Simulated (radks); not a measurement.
Pt, configuration [Xe] 4f14 5d9 6s1.

Method: scalar-relativistic Kohn-Sham, exchange-only LDA, spin-polarised, spherical densities, point nucleus; open shells are filled with parallel spins first (spin-orbit coupling, left out, can overturn this in heavy ions); computed with a radial shooting solver on a logarithmic mesh with Libxc functionals.

Energy parts (hartree):
| part | energy |
|---|---|
| total | -18395.1240 |
| kinetic | 20522.5555 |
| electron-nucleus | -45739.7053 |
| Hartree | 7157.7433 |
| exchange | -335.7175 |

Orbitals (lengths in bohr, moments of r in powers of bohr; r(90%) holds 90 % of the orbital's charge):
| orbital | occ. | eigenvalue (hartree) | <r> | r(90%) | <r^4> |
|---|---|---|---|---|---|
| 1s up | 1 | -2880.148 | 0.01715 | 0.0313 | 4.523e-07 |
| 1s down | 1 | -2880.147 | 0.01715 | 0.0313 | 4.523e-07 |
| 2s up | 1 | -505.9501 | 0.07238 | 0.112 | 0.00006665 |
| 2s down | 1 | -505.9479 | 0.07238 | 0.112 | 0.00006665 |
| 2p up | 3 | -438.5971 | 0.06525 | 0.106 | 0.00005370 |
| 2p down | 3 | -438.5952 | 0.06525 | 0.106 | 0.00005370 |
| 3s up | 1 | -118.7827 | 0.1872 | 0.275 | 0.002420 |
| 3s down | 1 | -118.7814 | 0.1872 | 0.275 | 0.002420 |
| 3p up | 3 | -99.17412 | 0.1883 | 0.282 | 0.002647 |
| 3p down | 3 | -99.17278 | 0.1883 | 0.282 | 0.002647 |
| 3d up | 5 | -77.88560 | 0.1705 | 0.264 | 0.002034 |
| 3d down | 5 | -77.88383 | 0.1705 | 0.264 | 0.002034 |
| 4s up | 1 | -25.45546 | 0.4153 | 0.596 | 0.05482 |
| 4s down | 1 | -25.45286 | 0.4153 | 0.596 | 0.05482 |
| 4p up | 3 | -19.02405 | 0.4423 | 0.642 | 0.07333 |
| 4p down | 3 | -19.02134 | 0.4423 | 0.642 | 0.07331 |
| 4d up | 5 | -11.21610 | 0.4686 | 0.700 | 0.1027 |
| 4d down | 5 | -11.21286 | 0.4685 | 0.700 | 0.1026 |
| 4f up | 7 | -2.53539 | 0.5167 | 0.835 | 0.2235 |
| 4f down | 7 | -2.53074 | 0.5162 | 0.833 | 0.2218 |
| 5s up | 1 | -3.71303 | 0.9522 | 1.36 | 1.516 |
| 5s down | 1 | -3.69540 | 0.9509 | 1.36 | 1.505 |
| 5p up | 3 | -2.02912 | 1.106 | 1.61 | 2.946 |
| 5p down | 3 | -2.00631 | 1.103 | 1.60 | 2.905 |
| 5d up | 5 | -0.20490 | 1.725 | 2.77 | 29.05 |
| 5d down | 4 | -0.16786 | 1.704 | 2.73 | 28.27 |
| 6s up | 1 | -0.20189 | 2.937 | 4.43 | 167.1 |
| 6s down | 0 | -0.15374 | 2.997 | 4.58 | 194.4 |

The highest occupied level is 5d down at -4.568 eV. Summed over all electrons, <r^2> = 62.25 bohr^2, which gives a Langevin (diamagnetic) susceptibility term of -49.3 x 10^-6 cm^3/mol.
